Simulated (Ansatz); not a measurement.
Species: 1,1-difluoroethane, C2H4F2 (charge 0, singlet). 
Coordinates optimised at B3LYP-D3(BJ)/def2-TZVP (Ansatz, a first-principles code):
```
C
F 1 1.3715
F 1 1.3715 2 106.89
H 1 1.0926 2 107.35 3 114.92
C 1 1.5017 4 114.35 3 122.69
H 5 1.0898 1 109.82 4 -59.97
H 5 1.0898 6 109.06 1 -120.39
H 5 1.0899 6 109.32 7 -119.48
```

Atomisation energy built up term by term with Ansatz (kcal/mol; UHF references for open shells; valence terms freeze the core; atomic spin-orbit terms are left out). Basis-set limits of correlation are two-point, X^-3; Hartree-Fock from the larger set (for Q and 5 zeta extrapolated as (X+1)exp(-9√X)).

```tsv
term	basis	kcal/mol
Hartree-Fock	CBS(cc-pVQZ,cc-pV5Z)	541.03
CCSD correlation	CBS(cc-pVQZ,cc-pV5Z)	184.57
(T)	CBS(cc-pVQZ,cc-pV5Z)	12.10
core correlation	cc-pwCVTZ	2.32
scalar relativity (X2C)	cc-pVTZ-DK against cc-pVTZ	-0.71
sum: De		739.3
```

(T) makes 1.6 % of the CCSD(T) atomisation energy; under 5 % is typical of single-reference molecules.
